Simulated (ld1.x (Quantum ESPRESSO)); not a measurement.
## gold (Au), ultrasoft: configuration errors across variants

```
Element                 : gold (Au)
Generator               : ld1.x (Quantum ESPRESSO) 7.5
Type                    : ultrasoft
Functional              : LDA (PZ)
Relativity              : fully relativistic
Frozen core             : [Xe] 4f14
Valence charge          : 11
Reference configuration : 5d10 6s0.75 6p0.25
Partial waves           : 6s (bound): rcut 2.30, rcutus 2.50 bohr; 6s channel at 0.05 Ry: rcut 2.30, rcutus 2.50 bohr; 6p (bound): rcut 2.35, rcutus 2.65 bohr; 6p channel at 0.85 Ry: rcut 2.35, rcutus 2.65 bohr; 5d (bound): rcut 1.40, rcutus 1.55 bohr; 5d channel at 0.05 Ry: rcut 1.40, rcutus 1.55 bohr
Local potential         : all-electron potential smoothed inside 1.75 bohr (lloc = -2)
Core correction         : none
Augmentation charge     : built from norm-conserving waves at rcut, not smoothed further
```

Open shells are filled in proportion to 2j + 1 (rel_dist='average').

All-electron excitation energies from the reference (eV): (1) 5d10 6s1 6p0 -1.295; (2) 5d10 6s0 6p0 8.495; (3) 5d9 6s0 6p0 30.017; (4) 5d8 6s0 6p0 64.186; (5) 5d10 6s0.5 6p0 2.661; (6) 5d9 6s1 6p1 6.175; (7) 5d9 6s2 6p0 0.329.

The overlap operator is not positive definite (basis up to 400 Ry) in “base”, “augmentation PSQ, inside the norm-conserving radii”. Such files are unfit for use, however small their errors in these radial tests.

4 further variants failed, have other tests or another functional or relativity, and are left out.

Errors AE − PS in meV (a dash: test not solved or not reliable):

| change | (1) | (2) | (3) | (4) | (5) | (6) | (7) | bound ghosts |
| --- | --- | --- | --- | --- | --- | --- | --- | --- |
| base | +0.1 | -2.8 | +15 | -6.1 | -0.6 | -31 | -35 | not determined (overlap not positive) |
| augmentation PSQ, inside the norm-conserving radii | 0.0 | +1.7 | +2.1 | -59 | +0.4 | -14 | -29 | not determined (overlap not positive) |
| local potential all-electron potential smoothed inside 2.60 bohr (lloc = -2) | +0.1 | -2.7 | +15 | -10 | -0.6 | -33 | -38 | none |

(1) Give the same row for: all radii scaled by about 1.19 (s 2.98, p 3.16, d 1.84 bohr, rcut 2.74/2.80/1.66); local potential all-electron potential smoothed inside 2.08 bohr (lloc = -2).

Answers

(1) +0.1, -0.9, +4.6, -35, -0.4, -25, -8.8; bound ghosts: none.
